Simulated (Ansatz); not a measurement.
Reaction (formal hydrolysis of the Al–Al bond): `C[CH2][AlH][AlH][SiH3]` + H₂O → `[OH][AlH][SiH3]` + `C[CH2][AlH2]`

Program: Ansatz. Geometries: PBE0-D4/def2-TZVP. ΔE: electronic, gas phase. CBS: MP2 limit from def2 TZ/QZ plus the TZ coupled-cluster correction, frozen cores. This one scheme is used for every species. Each species was taken in one conformer, which may not be the lowest.

`C[CH2][AlH][AlH][SiH3]`:

Z-matrix (Å, degrees):
```
C
C 1 1.527
H 1 1.094 2 111.6
H 1 1.094 2 111.6 3 -119.5
H 1 1.094 2 112.5 3 120.2
Al 2 1.968 1 116.5 3 59.8
H 2 1.099 1 110.5 3 -62.8
H 2 1.099 1 110.5 3 -177.7
Al 6 2.594 2 121.0 1 -0.0
H 6 1.600 2 117.5 1 178.2
Si 9 2.467 6 122.5 2 82.8
H 9 1.599 6 122.7 2 -94.5
H 11 1.492 9 113.7 6 141.2
H 11 1.495 9 109.1 6 -99.6
H 11 1.492 9 113.1 6 18.6
```

H₂O:

Cartesian coordinates in Å:
```
O 0.210 0.213 0.249
H -0.746 0.163 0.186
H 0.536 -0.376 -0.435
```

`[OH][AlH][SiH3]`:

Cartesian coordinates in Å:
```
O -2.036 -0.216 -0.763
Al -0.569 -0.842 -0.180
Si 1.152 0.800 0.395
H -2.777 -0.768 -1.012
H -0.407 -2.418 -0.040
H 2.437 0.480 -0.291
H 1.430 0.772 1.861
H 0.770 2.191 0.030
```

`C[CH2][AlH2]`:

```xyz
10

C     0.715   -1.114    0.157
C    -0.248   -0.010    0.590
Al   -0.656    1.379   -0.729
H     0.889   -1.847    0.951
H     1.690   -0.710   -0.129
H     0.338   -1.661   -0.711
H     0.131    0.497    1.488
H    -1.204   -0.442    0.915
H    -1.660    2.555   -0.354
H     0.004    1.352   -2.178
```

```tsv
species	CCSD(T)/CBS(def2) energy (Eh)
`C[CH2][AlH][AlH][SiH3]`	-855.19676
H₂O	-76.37941
`[OH][AlH][SiH3]`	-609.31389
`C[CH2][AlH2]`	-322.31200
```

Work out ΔE.

ΔE = (-609.31389) + (-322.31200) − (-855.19676) − (-76.37941) = -0.04972 Eh = -130.5 kJ/mol.

Largest T1 diagnostic among the species: 0.014.

The D4 term adds +4.4 kJ/mol with B3LYP and +3.0 kJ/mol with PBE0; it sums over pairs of atoms, weighted by their polarisabilities, and B3LYP, whose exchange is more repulsive, gets the larger term. In def2-TZVPP, CCSD(T) changes the Hartree–Fock value by +18.6 kJ/mol (the triples alone add +2.4 kJ/mol) and MP2 by +6.8 kJ/mol.

B3LYP here is the variant with VWN-RPA as its local correlation; programs differ in this.
